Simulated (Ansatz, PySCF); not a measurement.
Molecule: sum formula SiH₂F (charge -1, singlet). It need not be the lowest isomer of its formula. Whether it binds its extra electron was not tested at this geometry. 
Geometry from a B3LYP-D3(BJ)/def2-TZVP (Ansatz, an electronic-structure program) optimisation:
```xyz
4

Si    -0.5532     0.1714    -0.1727
F      1.0747    -0.0830     0.2798
H     -0.7058    -1.0631    -1.1116
H     -1.2219    -0.5891     1.0118
```
Charge -1, spin multiplicity 1.

Total electronic energies in hartree. Correlated levels leave the core frozen unless marked. Spin-orbit coupling is left out. No relativistic terms. CBS marks a two-point X^-3 extrapolation of the correlation energy; Hartree-Fock from the larger set. The bracket is a focal-point correction in the basis named.

```
level                                                                             program  energy (Eh)
-------------------------------------------------------------------------  --------------  -----------
HF/aug-cc-pV(T+d)Z                                                                 Ansatz   -389.61561
HF/def2-TZVPD                                                                       PySCF   -389.61346
HF-D4/def2-TZVPD                                                            PySCF + dftd4   -389.62303
BLYP-D4/def2-TZVPD                                                         Ansatz + dftd4   -390.63524
BP86-D4/def2-TZVPD                                                          PySCF + dftd4          ___
BHLYP/def2-TZVPD                                                                   Ansatz   -390.59929
r2SCANh/def2-TZVPD                                                                 Ansatz   -390.55873
r2SCAN0-D4/def2-TZVPD                                                      Ansatz + dftd4   -390.54844
r2SCAN0/def2-TZVPD                                                                 Ansatz   -390.54784
CAM-B3LYP-D3(BJ)/def2-TZVPD                                                Ansatz + dftd3   -390.62663
RPA@PBE/cc-pV(T+d)Z                                                                Ansatz   -390.22514
MP2/6-31G                                                                          Ansatz   -389.64693
MP2/def2-QZVPPD                                                                    Ansatz   -390.05495
MP2/CBS(def2-TZVPPD,def2-QZVPPD)                                                   Ansatz    -390.0789
RI-MP2/aug-cc-pV(T+d)Z                                                             Ansatz   -390.01953
SCS-MP2/STO-3G                                                                     Ansatz   -384.64012
SCS-MP2/aug-cc-pV(T+d)Z                                                            Ansatz   -390.02086
SCS-MP2/cc-pVTZ                                                                    Ansatz   -389.99560
CCSD/STO-3G                                                                        Ansatz   -384.65117
CCSD/aug-cc-pV(T+d)Z                                                               Ansatz   -390.03945
CCSD/def2-TZVPP                                                                    Ansatz   -390.02160
RI-MP2/CBS(aug-cc-pV(T+d)Z,aug-cc-pV(Q+d)Z)+[CCSD(T)-MP2]/aug-cc-pV(Q+d)Z          Ansatz    -390.1118
CCSD(T)/CBS(aug-cc-pV(T+d)Z,aug-cc-pV(Q+d)Z)                                       Ansatz    -390.1101
```

Q: Some entries are withheld; supply them.

A: 
- BP86-D4/def2-TZVPD, energy (Eh): -390.67361
